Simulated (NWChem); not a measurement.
CH4AlClO2; SMILES C[O][Al]([Cl])[OH]

```xyz
9

Al     0.2849     0.1184     0.0001
Cl    -0.5364     2.0541    -0.0018
O      1.9718    -0.1584     0.0005
H      2.6137     0.5685    -0.0005
O     -0.7977    -1.1871     0.0014
C     -0.6884    -2.5872     0.0024
H     -1.1947    -3.0144     0.8971
H     -1.1886    -3.0154    -0.8953
H      0.3658    -2.9476     0.0063
```
Atoms are numbered in this order, from 1.

The geometry was optimised at PBE-D3(BJ)/def2-SVP.

 Unshifted, non-relativistic core excitations; the lowest 4 roots alone, so stronger bands may lie above.

Q: List the first Cl K-edge excitations from BHandHLYP/6-311G** (spherical d), restricted-window TDA (NWChem).

A: 
```json
[
 {"state": "S1", "energy (eV)": "2793.4", "dipole oscillator strength": "0.0025", "leading excitation (squared amplitude)": "1s of atom 2 or its equivalents → LUMO (0.86)"},
 {"state": "S2", "energy (eV)": "2794.9", "dipole oscillator strength": "0.0019", "leading excitation (squared amplitude)": "1s of atom 2 or its equivalents → LUMO+1 (0.92)"},
 {"state": "S3", "energy (eV)": "2796.4", "dipole oscillator strength": "0.0018", "leading excitation (squared amplitude)": "1s of atom 2 or its equivalents → LUMO+2 (0.80)"},
 {"state": "S4", "energy (eV)": "2796.9", "dipole oscillator strength": "0.0004", "leading excitation (squared amplitude)": "1s of atom 2 or its equivalents → LUMO+3 (0.74)"}
]
```
